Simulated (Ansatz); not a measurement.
SiMe(OAc)3 (C7H12O6Si), relaxed as a singlet with RKS PBE-D4/def2-SVP in Ansatz, starting from the GFN2-xTB geometry. Force threshold 0.03 eV/Å.

Start:

```xyz
26

Si   -0.6636    0.2493    0.0079
C    -2.3107    0.6088   -0.8373
H    -3.1197    0.0502   -0.3767
H    -2.2810    0.3444   -1.8903
H    -2.5499    1.6641   -0.7584
O    -0.4908    0.7913    1.5520
C    -0.8317    1.9999    2.0154
C    -0.4858    2.1549    3.4671
O    -1.3598    2.8301    1.3332
H    -0.6849    3.1718    3.7905
H     0.5610    1.9048    3.6182
H    -1.0856    1.4575    4.0481
O     0.6733    0.8325   -0.7630
C     1.1642    0.2597   -1.8741
C     2.5926    0.6283   -2.1129
O     0.4991   -0.4681   -2.5577
H     2.8795    0.3830   -3.1308
H     3.1932    0.0450   -1.4158
H     2.7472    1.6829   -1.9041
O    -0.5608   -1.3894    0.1445
C     0.4972   -2.1750   -0.1028
C     0.0783   -3.5662   -0.4715
O     1.6284   -1.7851   -0.0438
H     0.9192   -4.2467   -0.3823
H    -0.2572   -3.5420   -1.5071
H    -0.7514   -3.8860    0.1516
```

(1) Estimate the energy that the relaxation releases and the steps that it takes.

(2) Does the start keep its bonding?

(3) Predict the relaxed structure.

Results:

(1) 0.40 eV, in 12 steps; 60 s on 4 threads of Arm Neoverse V1 on a shared host. No frequencies were taken in this run, so the end may be a saddle point.

(2) By distances, no bond broke or formed. The bond that changes most is Si1–O6, from 1.65 to 1.71 Å (atoms count from 1).

(3) 
```xyz
26

Si   -0.713    0.202   -0.096
C    -2.279    0.736   -0.916
H    -3.156    0.298   -0.402
H    -2.270    0.397   -1.970
H    -2.353    1.840   -0.879
O    -0.623    0.581    1.572
C    -0.706    1.881    1.977
C    -0.514    2.017    3.465
O    -0.907    2.795    1.201
H    -0.640    3.071    3.767
H     0.499    1.661    3.741
H    -1.237    1.372    4.002
O     0.719    0.876   -0.734
C     1.157    0.429   -1.944
C     2.563    0.872   -2.234
O     0.465   -0.274   -2.659
H     2.825    0.651   -3.283
H     3.239    0.313   -1.554
H     2.691    1.949   -2.010
O    -0.688   -1.497   -0.091
C     0.425   -2.289   -0.032
C     0.067   -3.741   -0.215
O     1.545   -1.850    0.125
H     0.951   -4.375   -0.033
H    -0.292   -3.891   -1.254
H    -0.765   -4.024    0.458
```
Bond lengths: 6 × C–O 1.21 to 1.37 Å; 3 × O–Si 1.70 to 1.71 Å; 3 × C–C 1.50 to 1.51 Å; 1 × C–Si 1.85 Å; 12 × C–H 1.10 to 1.11 Å.
